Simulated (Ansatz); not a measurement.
SeOCl2 (SeCl2O). Total charge 0; singlet. Geometry relaxed at B3LYP-D4/def2-SVP.

```xyz
4

Se    0.154    0.627   -0.195
O     1.229   -0.119   -1.121
Cl   -1.838   -0.360   -0.587
Cl    0.455   -0.147    1.904
```

(1) Estimate the harmonic wavenumbers at RKS B3LYP-D4/def2-SVP (Ansatz, unscaled). Is this a minimum?

Answers

(1) 135, 227, 258, 342, 367, 1014 cm⁻¹. Yes, no mode is imaginary beyond noise. Zero-point energy 14.0 kJ/mol. Run time 48 s (4 threads of Intel Xeon on a shared host).
